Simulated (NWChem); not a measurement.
A series in which one site is exchanged, each optimised at PBE0/def2-SVP with NWChem, gas phase unless a solvent is named. For some, no frequency run checked for a minimum. def2 effective core potentials on Cd, I; no spin-orbit coupling.

A: [I][Cd][Br] (CdIBr; site = Br)
B: [CdH][I] (CdHI; site = H)
C: [I][Cd][I] (CdI₂; site = I)
D: [I][Cd][F] (CdIF; site = F)

**Question.** Rank them by dipole (D), PBE0/def2-SVP, lowest first.

**Answer.** C (0.00), A (0.43), D (0.97), B (1.84)
